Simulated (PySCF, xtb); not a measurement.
C5H7F, SMILES C=C1CC(F)C1.

Harmonic wavenumbers (cm⁻¹) from xtb with GFN2-xTB at its own minimum, in rising order: 72, 290, 357, 415, 426, 631, 643, 847, 853, 893, 934, 961, 1004, 1034, 1063, 1090, 1149, 1180, 1216, 1226, 1237, 1310, 1405, 1429, 1440, 1783, 2947, 2999, 3002, 3011, 3012, 3103, 3128.

**Question.** What does PBE-D3(BJ)/def2-SVP in PySCF give at its own minimum? (Estimate from the structure and the level; the computed values follow.)

**Answer.** 99, 284, 352, 422, 457, 595, 628, 775, 803, 864, 881, 943, 969, 1011, 1023, 1090, 1147, 1166, 1170, 1198, 1248, 1339, 1365, 1368, 1400, 1726, 2976, 2981, 2993, 3055, 3056, 3073, 3169. Paired by order, the mean absolute difference is 30 cm⁻¹ and the zero-point energies are 65.9 and 65.2 kcal/mol.
